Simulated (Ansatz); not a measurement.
Reaction (formal hydrolysis of a W–N bond): `[NH2][W]([NH2])(=[O])=[O]` + H₂O → `[NH2][W](=[O])(=[O])[OH]` + NH₃

Computed with Ansatz on PBE0-D4/def2-TZVP structures; ΔE is electronic, products minus reactants. CBS: MP2 limit from def2 TZ/QZ plus the TZ coupled-cluster correction, frozen cores. This one scheme is used for every species. DFT in def2-TZVPP. B3LYP here is the variant with VWN-RPA as its local correlation; programs differ in this. Elements past krypton have def2 core potentials. For W outer-core shells are correlated without core-valence functions, which leaves a few kJ/mol of doubt a bond. Each species was taken in one conformer, which may not be the lowest.

`[NH2][W]([NH2])(=[O])=[O]`:

Cartesian coordinates in Å:
```
N -0.048 1.592 -0.520
W -0.603 -0.181 0.060
N 0.922 -1.331 0.432
O -1.491 -0.003 1.512
O -1.498 -0.892 -1.213
H 0.041 1.864 -1.486
H 0.044 2.382 0.099
H 1.319 -1.458 1.350
H 1.315 -1.975 -0.235
```

H₂O:

Z-matrix (Å, degrees):
```
O
H 1 0.960
H 1 0.960 2 105.1
```

`[NH2][W](=[O])(=[O])[OH]`:

```xyz
8

N     0.469   -0.021   -1.373
W     0.207    0.045    0.546
O     0.307    1.678    1.035
O     1.429   -0.900    1.275
O    -1.476   -0.670    1.026
H     0.306    0.764   -1.986
H     0.979   -0.756   -1.839
H    -2.221   -0.140    1.315
```

NH₃:

Z-matrix (Å, degrees):
```
N
H 1 1.013
H 1 1.013 2 107.1
H 1 1.013 2 107.1 3 -114.5
```

| level | ΔE (kJ/mol) |
| --- | --- |
| PBE-D4 | -31.2 |
| B97M-V | -39.0 |
| CAM-B3LYP-D4 | -33.0 |
| PBE | -33.2 |
| B3LYP | -34.7 |
| r2SCAN0 | -32.4 |
| RPA@PBE/def2-TZVPP | -28.7 |
| MP2/CBS(def2) | -24.9 |

Question: What does CCSD(T)/CBS give? (Estimate.)

Answer: Ansatz gave: -25.9 kJ/mol. The listed levels differ from it by -5.3, -13.1, -7.1, -7.3, -8.8, -6.5, -2.8, 1.0 kJ/mol.

Largest T1 diagnostic among the species: 0.022, so the coupled-cluster value is less sure than usual.

Leaving LDA and LC-ωPBE aside and taking each functional with its dispersion term where it has one, the values, not all of them listed here, spread over 10.0 kJ/mol, from B97M-V to PBE-QIDH. LDA lies +4.4 kJ/mol from PBE without D4. From r2SCAN to r2SCAN0 (25 % exact exchange), in def2-TZVPP and without D4, ΔE moves by +3.2 kJ/mol. The D4 term adds +3.2 kJ/mol with B3LYP and +1.7 kJ/mol with PBE0; it sums over pairs of atoms, weighted by their polarisabilities, and B3LYP, whose exchange is more repulsive, gets the larger term.
